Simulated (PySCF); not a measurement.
## Electron correlation in Zn (zinc, neutral)

[Ar] 3d10 4s2, closed-shell 1S. All numbers are calculated (PySCF 2.14, no relativity, point nucleus, in 6-31G* (5s4p2d1f, 34 functions)). Frozen: [Ar]; 12 electrons correlated.

MP2 pair energies summed by pair of shells (mhartree):

| pair | energy | share (%) |
| --- | --- | --- |
| 3d-3d | -205.21 | 83.2 |
| 3d-4s | -22.59 | 9.2 |
| 4s-4s | -18.86 | 7.6 |

Total MP2 correlation energy: -246.67 mhartree.

Same-spin part -83.74 and opposite-spin part -162.93 mhartree; SCS-MP2 scales them by 1/3 and 6/5 to -223.43 mhartree.

```json
{"level": "CCSD", "correlation energy (mhartree)": "-233.47"}
{"level": "(T)", "correlation energy (mhartree)": "-6.89"}
{"level": "CCSD(T)", "correlation energy (mhartree)": "-240.36"}
```

Diagnostics: T1 = 0.0098, D1 = 0.0280, largest double amplitude 0.092.

**Question.** Is a single reference adequate?

**Answer.** Mostly. T1 lies below 0.03, but a double amplitude of this size points to a near-degeneracy that CCSD handles and MP2 describes poorly.
